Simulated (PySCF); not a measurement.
Gas-phase reaction: SnF2 + 2 Cl → SnCl2 + F2

Method: PySCF energies plus ideal-gas RRHO corrections (1 bar). † marks an energy on the PBE0/def2-TZVP geometry and frequencies; other levels use their own. MP2 freezes the core. Open shells (unrestricted): Cl (multiplicity 2, electronic degeneracy 6); the rest are closed-shell singlets. Spin-orbit splitting is ignored; it lowers the true energy and changes the entropy of Cl. Sn: scalar-relativistic def2 core potential, no spin-orbit coupling. MP2 isn't extrapolated to the basis-set limit; its ΔH°(298 K) is 110.8 kJ in def2-SVP and 81.4 kJ in def2-TZVPP. The harmonic model lacks anharmonicity and excited electronic states, which grow with temperature; levels with a mode under 35 cm⁻¹ are left out. Soft modes under 120 cm⁻¹ make the harmonic entropy rough for SnCl2.

ΔH° and ΔS° at 298 K: BLYP/def2-TZVP† 69 kJ, -111 J/K; MP2/def2-SVP† 111 kJ, -111 J/K; PBE0/def2-TZVP 56 kJ, -111 J/K; r2SCAN/def2-TZVP† 56 kJ, -111 J/K; ωB97M-V/def2-TZVP† 62 kJ, -111 J/K.

Problem. With the heat capacities included, give log10 K (1 bar) at 600, 1400, 1800, 2000, 2500 K from BLYP/def2-TZVP†, MP2/def2-SVP†, PBE0/def2-TZVP, r2SCAN/def2-TZVP†, ωB97M-V/def2-TZVP†.

Solution. 
```csv
T (K),BLYP/def2-TZVP†,MP2/def2-SVP†,PBE0/def2-TZVP,r2SCAN/def2-TZVP†,ωB97M-V/def2-TZVP†
600,-11.9,-15.5,-10.7,-10.7,-11.2
1400,-8.6,-10.2,-8.1,-8.1,-8.3
1800,-8.1,-9.3,-7.7,-7.7,-7.9
2000,-7.9,-9.0,-7.6,-7.6,-7.7
2500,-7.6,-8.5,-7.3,-7.3,-7.4
```
